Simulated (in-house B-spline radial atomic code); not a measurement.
Atomic self-consistent-field run: the gold ion Au¹⁰⁺. Level of theory: scalar-relativistic (X2C) LDA exchange-only, spin-polarised, spherical fractional occupations, Fermi nucleus of rms radius 5.4371 fm; calculated with a B-spline radial code for spherical atoms.

Command:
```bash
python run_scf.py task.json out
```
Settings (nuclear radius in fm, mass in u):
```
Z                79
configuration    [Xe] 4f14 5d1
hamiltonian      x2c
method           lda,
spin_polarised   True
nucleus          fermi
rms_radius       5.4371
atomic_mass      196.96657
speed_of_light   137.035999084
```

Output (hartree, bohr):
```
 radial grid: 65 intervals, B-splines of order 8, outer radius 13.5514 bohr

 iter        energy (Eh)    residual
    1      -18945.324929    1.07e+00
    2      -18952.354016    1.09e+00
    3      -18968.143442    1.35e-01
    4      -18968.283020    4.37e-02
    5      -18968.300878    1.01e-02
    6      -18968.301866    1.24e-03
    7      -18968.301891    3.58e-04
    8      -18968.301892    7.66e-06
    9      -18968.301892    2.56e-07

 total energy                    -18968.30189
 kinetic                           21804.0562
 electron-nucleus                 -47382.1923
 Hartree                            6953.7930
 exchange-correlation               -343.9588

 orbital      occ     eigenvalue          <r>       <r^2>       <1/r>       r_max
 1s up      1.000     -2960.7372    0.0160383 0.000363178     106.265    0.009442
 1s down    1.000     -2960.7372    0.0160383 0.000363178     106.265    0.009442
 2s up      1.000      -527.6389    0.0703222  0.00591842      24.967     0.06005
 2s down    1.000      -527.6342    0.0703221   0.0059184     24.9671     0.06005
 2p up      3.000      -459.3483     0.063622  0.00496586     20.2968     0.04916
 2p down    3.000      -459.3444    0.0636218  0.00496583     20.2968     0.04916
 3s up      1.000      -129.3630     0.183462   0.0386376     8.95658        0.17
 3s down    1.000      -129.3606      0.18346    0.038637     8.95661        0.17
 3p up      3.000      -109.4339     0.184317   0.0395056     7.72613      0.1688
 3p down    3.000      -109.4314     0.184316   0.0395049     7.72615      0.1688
 3d up      5.000       -87.1499      0.16764   0.0329157     7.15442      0.1375
 3d down    5.000       -87.1464      0.16764   0.0329156     7.15439      0.1375
 4s up      1.000       -32.9513     0.407147    0.187336     3.73927      0.3833
 4s down    1.000       -32.9464      0.40714    0.187324     3.73921      0.3833
 4p up      3.000       -26.3659     0.432456    0.212787     3.26572      0.4023
 4p down    3.000       -26.3609     0.432423    0.212744     3.26582      0.4024
 4d up      5.000       -18.2040     0.457852     0.24228     2.89742      0.4105
 4d down    5.000       -18.1978     0.457734    0.242125     2.89791      0.4105
 5s up      1.000       -10.0025     0.895312    0.894499     1.55518       0.838
 5s down    1.000        -9.9660      0.89371    0.891373     1.55905      0.8369
 5p up      3.000        -8.1033     0.996097     1.10979      1.3443      0.9251
 5p down    3.000        -8.0597     0.994145     1.10566     1.34793      0.9234
 4f up      7.000        -9.2364     0.492315    0.291456     2.48109      0.3741
 4f down    7.000        -9.2278     0.491636    0.290472     2.48322       0.374
 5d up      1.000        -5.7417      1.18346     1.57461     1.10062       1.082

 Slater integrals (Eh)
   F0(5p up,5p up)               0.901137
   F2(5p up,5p up)               0.490293
   F0(5p up,5p down)             0.902013
   F2(5p up,5p down)             0.490653
   F0(5p up,5d up)               0.818456
   F2(5p up,5d up)               0.429729
   G1(5p up,5d up)               0.529217
   G3(5p up,5d up)               0.334712
   F0(5p down,5p down)           0.902893
   F2(5p down,5p down)           0.491018
   F0(5p down,5d up)             0.819058
   F2(5p down,5d up)             0.429660
   F0(5d up,5d up)               0.758816
   F2(5d up,5d up)               0.408926
   F4(5d up,5d up)               0.279387
```

Cost of the run: 0.3 s on 1 thread of Arm Neoverse V2, on a shared host.

One-electron X2C: radii and densities carry no picture-change correction, so inner-shell <1/r> comes out high (for 1s by about 2 % at Z = 33, 5 % at 54, 10 % at 75, 30 % at 118) and <r> low.
